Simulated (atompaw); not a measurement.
## Ranking PAW (atompaw) potentials for boron

All share these settings but for the change named:

```
Element                 : B (Z = 5)
Generator               : atompaw 4.2.0.5
Type                    : PAW
Functional              : LDA (PW92)
Relativity              : non-relativistic
Frozen core             : [He]
Valence charge          : 3
Reference configuration : 2s2 2p1
Partial waves           : 2s (bound); 2s channel at 0.3 Ry; 2p (bound); 2p channel at 1.6 Ry; 3d channel at -0.05 Ry
Local potential         : troulliermartins scheme with l = 3 at 0 Ry, radius 2.55 bohr
Core correction         : smooth core density matched at 1.80 bohr
Augmentation charge     : besselshape compensation charge, radius 2.65 bohr; PAW radius 3.00 bohr; waves and projectors: bloechl
```

Cutoff: the first of the cutoffs (Ry, on a coarse ladder) from which the occupation-weighted sum of valence levels, in a spherical-Bessel basis at the reference potential, stays within 10 and 1 mRy of its value at 400 Ry; the density cutoff is not measured.

The base gives 8 Ry.

Of 5 variants that were run, those that failed, showed a ghost or another fault, or gave nearly equal values are left out.

A variant can come out equal or close to the base.

**Question.** Rank these variants from softest to hardest (loose cutoff).
A. all radii scaled by about 0.78 (s 2.34, p 2.34, d 2.34 bohr); local potential troulliermartins scheme with l = 3 at 0 Ry, radius 2.00 bohr; augmentation besselshape compensation charge, radius 2.06 bohr; PAW radius 2.34 bohr; waves and projectors: bloechl; core correction smooth core density matched at 1.40 bohr
B. all radii scaled by about 1.27 (s 3.82, p 3.82, d 3.82 bohr); local potential troulliermartins scheme with l = 3 at 0 Ry, radius 3.24 bohr; augmentation besselshape compensation charge, radius 3.38 bohr; PAW radius 3.82 bohr; waves and projectors: bloechl; core correction smooth core density matched at 2.30 bohr
C. all radii scaled by about 1.06 (s 3.18, p 3.18, d 3.18 bohr); local potential troulliermartins scheme with l = 3 at 0 Ry, radius 2.70 bohr; augmentation besselshape compensation charge, radius 2.82 bohr; PAW radius 3.18 bohr; waves and projectors: bloechl; core correction smooth core density matched at 1.92 bohr

**Answer.** B (6 Ry), C (8 Ry), A (12 Ry).
